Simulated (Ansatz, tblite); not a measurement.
Isomers of AlSi₆ (doublet), found by a short tight-binding search and relaxed with B3LYP-D4/def2-SVP in Ansatz.

The xTB rows come from tblite.

Run but left out: HF/STO-3G, HF/def2-SVP, HF/def2-TZVP, MP2/def2-SVP, MP2/def2-TZVP (A: ⟨S²⟩ 1.22 to 1.99, where a pure state has 0.75); CCSD/def2-SVP, CCSD(T)/def2-SVP (E: ⟨S²⟩ 1.76, where a pure state has 0.75).

E: At ωB97X-V/def2-TZVP the charge 0 doublet is spin-contaminated (final ⟨S²⟩ up to 0.84, 0.75 for a pure state).

Other spin states weren't relaxed.

A:

```
atom    x (Å)    y (Å)    z (Å)
 Al1  -1.1737  -0.9099   1.3309
 Si2   0.4387  -2.7507   1.5856
 Si3   1.0804  -1.2172   0.1597
 Si4   0.7369   2.3198  -2.0155
 Si5  -2.4074   1.1031   0.7305
 Si6   1.7299   0.3709  -1.3084
 Si7  -0.4048   1.0841  -0.4828
```

B:

```xyz
7

Al   -0.702    1.195   -1.222
Si    1.368   -1.590    1.134
Si    0.173   -1.571   -0.894
Si   -1.958   -0.881   -1.314
Si    0.259    2.419    0.643
Si    1.652    0.632    0.408
Si   -0.793   -0.205    1.245
```

C:

```tsv
atom	x (Å)	y (Å)	z (Å)
Al1	-0.981	1.381	-0.377
Si2	-0.634	-2.636	-1.577
Si3	0.228	-1.000	-0.169
Si4	1.986	-1.101	1.404
Si5	-1.554	-0.557	-1.634
Si6	0.979	0.925	1.247
Si7	-0.025	2.988	1.107
```

D:

Cartesian coordinates in Å:
```
Al 1.3437 -0.5165 -1.2026
Si 0.1607 0.8828 0.7932
Si -1.5934 1.2043 -0.8582
Si 1.3426 -1.2143 1.1756
Si -0.9928 -1.1380 -0.4035
Si 0.6570 1.8141 -1.4822
Si -0.9178 -1.0325 1.9778
```

E:

```xyz
7

Al    0.556   -0.047   -1.081
Si   -2.004    0.985    1.758
Si   -0.136   -0.350    1.699
Si   -1.886   -0.118   -0.287
Si    1.926    0.405    1.101
Si    2.964   -0.258   -0.799
Si   -1.421   -0.617   -2.392
```

Task: Estimate which lies lowest at each level, and how far above it the others are (kcal/mol).

Result: 
```tsv
level	A	B	C	D	E
GFN1-xTB	5.7	11.5	5.9	0.0	17.9
GFN2-xTB	0.1	28.1	4.6	39.9	0.0
PBE-D4/def2-SVP	29.3	3.9	21.6	0.0	31.8
PBE-D4/def2-TZVP	31.1	4.9	23.6	0.0	34.0
revPBE-D4/def2-TZVP	32.8	3.2	25.8	0.0	35.1
r2SCAN-D4/def2-TZVP	27.6	5.9	19.0	0.0	32.0
PBE0-D4/def2-SVP	29.5	3.6	20.8	0.0	34.1
PBE0-D4/def2-TZVP	31.6	4.5	23.1	0.0	36.5
ωB97X-V/def2-TZVP	29.5	3.6	19.6	0.0	37.0
```
Point groups (tolerance 0.1 Å): A Cs, B Cs, C Cs, D not assigned, E not assigned. Lower isomers may exist. From def2-SVP to def2-TZVP the PBE0 values move by up to 2.5 kcal/mol, so results in the small set are rough.
